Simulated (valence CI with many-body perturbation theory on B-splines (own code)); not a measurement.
**Forbidden lines of Hg XLI**

Computed by configuration interaction combined with many-body perturbation theory (CI+MBPT): four valence electrons over a frozen Dirac-Fock core [Kr], radial functions for each j: 7 s, 7 p, 8 d, 6 f, 4 g, 1 h, with the one-electron correlation potential Σ1 (screened to all orders), the two-electron term Σ2, the three-electron term Σ3, Breit, model QED; selected single and double excitations, second order for the rest, scaled by the run's own slope (own B-spline code, finite nucleus).

No measured spectrum was set against this ion. As an estimate, large intervals hold to a few tenths of a per cent, small ones and those within an open d or f shell to about a per cent. The list stops below the first excitations out of the core.

Lines 1 to 50 of 115 in falling wavelength, among levels below 1162800 cm⁻¹, chosen from the decays that carry over 1 % of a level's rate. Wavelengths and rates use the calculated energies. S is in atomic units (e²a₀⁴ for E2 and M2, e²a₀⁶ for E3), for M1 in squared Bohr magnetons. Weak lines are less certain than strong ones. Lines between different terms over intervals too small for the method are left out, as are lines whose strength nearly cancels. The highest levels of a list are the least certain.

Levels are named by their leading jj configuration (3d3/2^4 stands for four electrons in 3d with j = 3/2), which in mixed levels can hold well under half, so a name can repeat and another be missing. Letters in brackets count levels of one name in rising energy.

```
λ vac (Å)                      Upper                      Lower  Type   A (s⁻¹)  S (a.u.)
     8483        (4d3/2^3 4d5/2) J=3        (4d3/2^3 4d5/2) J=2    M1  2.04e+01  3.23e+00
     7821      (4d3/2^2 4d5/2^2) J=6      (4d3/2^2 4d5/2^2) J=5    M1  1.49e+01  3.43e+00
     5575        (4d3/2^3 4d5/2) J=3        (4d3/2^3 4d5/2) J=4    M1  4.86e+01  2.19e+00
     2175  (4d3/2^2 4d5/2^2) J=4 [b]  (4d3/2^2 4d5/2^2) J=3 [a]    M1  6.08e+02  2.09e+00
     1959        (4d3/2^3 4d5/2) J=2        (4d3/2^3 4d5/2) J=1    M1  2.11e+03  2.94e+00
     1760  (4d3/2^2 4d5/2^2) J=2 [d]  (4d3/2^2 4d5/2^2) J=2 [c]    M1  1.52e+03  1.54e+00
     1564  (4d3/2^2 4d5/2^2) J=2 [b]  (4d3/2^2 4d5/2^2) J=2 [a]    M1  1.33e+03  9.44e-01
     1520        (4d3/2 4d5/2^3) J=0    (4d3/2 4d5/2^3) J=1 [a]    M1  2.49e+03  3.24e-01
    998.4  (4d3/2^2 4d5/2^2) J=2 [d]  (4d3/2^2 4d5/2^2) J=2 [b]    M1  1.08e+03  1.99e-01
    929.6  (4d3/2^2 4d5/2^2) J=2 [d]  (4d3/2^2 4d5/2^2) J=3 [b]    M1  3.26e+02  4.85e-02
    880.0  (4d3/2^2 4d5/2^2) J=4 [c]  (4d3/2^2 4d5/2^2) J=4 [a]    M1  3.35e+03  7.62e-01
    830.2  (4d3/2^2 4d5/2^2) J=2 [d]      (4d3/2^2 4d5/2^2) J=1    M1  3.74e+02  3.97e-02
    821.8    (4d3/2 4d5/2^3) J=2 [b]    (4d3/2 4d5/2^3) J=3 [a]    M1  3.13e+03  3.22e-01
    797.1    (4d3/2 4d5/2^3) J=1 [b]  (4d3/2^2 4d5/2^2) J=0 [b]    M1  1.53e+04  8.64e-01
    772.6    (4d3/2 4d5/2^3) J=3 [b]  (4d3/2^2 4d5/2^2) J=2 [d]    M1  5.07e+03  6.06e-01
    677.6              (4d5/2^4) J=4    (4d3/2 4d5/2^3) J=3 [c]    M1  6.56e+03  6.81e-01
    665.0  (4d3/2^2 4d5/2^2) J=2 [d]  (4d3/2^2 4d5/2^2) J=3 [a]    M1  1.51e+03  8.25e-02
    617.6  (4d3/2^2 4d5/2^2) J=2 [a]        (4d3/2^3 4d5/2) J=3    M1  3.56e+03  1.55e-01
    609.3  (4d3/2^2 4d5/2^2) J=2 [d]  (4d3/2^2 4d5/2^2) J=2 [a]    M1  2.50e+02  1.05e-02
    583.4  (4d3/2^2 4d5/2^2) J=4 [a]        (4d3/2^3 4d5/2) J=3    M1  1.91e+04  1.27e+00
    580.1  (4d3/2^2 4d5/2^2) J=0 [b]      (4d3/2^2 4d5/2^2) J=1    M1  3.49e+04  2.53e-01
    578.6    (4d3/2 4d5/2^3) J=3 [a]  (4d3/2^2 4d5/2^2) J=2 [b]    M1  5.31e+03  2.67e-01
    575.7  (4d3/2^2 4d5/2^2) J=2 [a]        (4d3/2^3 4d5/2) J=2    M1  5.13e+04  1.81e+00
    569.3  (4d3/2^2 4d5/2^2) J=3 [a]        (4d3/2^3 4d5/2) J=3    M1  1.01e+05  4.86e+00
    564.8    (4d3/2 4d5/2^3) J=3 [a]  (4d3/2^2 4d5/2^2) J=4 [b]    M1  1.56e+04  7.30e-01
    563.7    (4d3/2 4d5/2^3) J=1 [b]  (4d3/2^2 4d5/2^2) J=2 [d]    M1  5.50e+04  1.10e+00
    560.8    (4d3/2 4d5/2^3) J=3 [c]  (4d3/2^2 4d5/2^2) J=2 [d]    M1  1.72e+04  7.86e-01
    558.8    (4d3/2 4d5/2^3) J=2 [a]  (4d3/2^2 4d5/2^2) J=2 [c]    M1  1.41e+04  4.56e-01
    551.8              (4d5/2^4) J=2    (4d3/2 4d5/2^3) J=3 [c]    M1  2.70e+04  8.41e-01
    536.9    (4d3/2 4d5/2^3) J=3 [b]  (4d3/2^2 4d5/2^2) J=2 [c]    M1  4.49e+03  1.80e-01
    533.5  (4d3/2^2 4d5/2^2) J=3 [a]        (4d3/2^3 4d5/2) J=2    M1  7.36e+04  2.90e+00
    528.1  (4d3/2^2 4d5/2^2) J=4 [a]        (4d3/2^3 4d5/2) J=4    M1  1.58e+05  7.76e+00
    526.4    (4d3/2 4d5/2^3) J=1 [a]  (4d3/2^2 4d5/2^2) J=2 [b]    M1  1.87e+04  3.03e-01
    524.8        (4d3/2^3 4d5/2) J=1              (4d3/2^4) J=0    M1  1.74e+05  2.79e+00
    514.5    (4d3/2 4d5/2^3) J=2 [b]  (4d3/2^2 4d5/2^2) J=2 [d]    M1  1.07e+04  2.71e-01
    509.0              (4d5/2^4) J=4    (4d3/2 4d5/2^3) J=3 [b]    M1  2.30e+04  1.01e+00
    499.8        (4d3/2 4d5/2^3) J=5  (4d3/2^2 4d5/2^2) J=4 [b]    M1  7.87e+04  4.01e+00
    492.7    (4d3/2 4d5/2^3) J=4 [a]      (4d3/2^2 4d5/2^2) J=5    M1  1.79e+04  7.16e-01
    475.6    (4d3/2 4d5/2^3) J=1 [a]      (4d3/2^2 4d5/2^2) J=1    M1  1.04e+05  1.24e+00
    475.3      (4d3/2^2 4d5/2^2) J=5        (4d3/2^3 4d5/2) J=4    M1  9.03e+04  3.95e+00
    461.9        (4d3/2 4d5/2^3) J=5      (4d3/2^2 4d5/2^2) J=6    M1  4.21e+04  1.69e+00
    460.0      (4d3/2^2 4d5/2^2) J=1        (4d3/2^3 4d5/2) J=2    M1  1.79e+05  1.94e+00
    457.7  (4d3/2^2 4d5/2^2) J=3 [b]        (4d3/2^3 4d5/2) J=3    M1  2.37e+04  5.90e-01
    456.0    (4d3/2 4d5/2^3) J=3 [c]  (4d3/2^2 4d5/2^2) J=4 [c]    M1  1.02e+05  2.51e+00
    455.1    (4d3/2 4d5/2^3) J=4 [a]  (4d3/2^2 4d5/2^2) J=3 [a]    M1  9.33e+04  2.93e+00
    452.9        (4d3/2 4d5/2^3) J=6      (4d3/2^2 4d5/2^2) J=6    M1  8.43e+04  3.77e+00
    451.2  (4d3/2^2 4d5/2^2) J=4 [b]        (4d3/2^3 4d5/2) J=3    M1  3.61e+04  1.11e+00
    450.2  (4d3/2^2 4d5/2^2) J=0 [a]        (4d3/2^3 4d5/2) J=1    M1  4.47e+05  1.51e+00
    449.8    (4d3/2 4d5/2^3) J=2 [a]  (4d3/2^2 4d5/2^2) J=2 [b]    M1  8.88e+04  1.50e+00
    448.3    (4d3/2 4d5/2^3) J=3 [a]  (4d3/2^2 4d5/2^2) J=3 [a]    M1  1.57e+05  3.67e+00
```
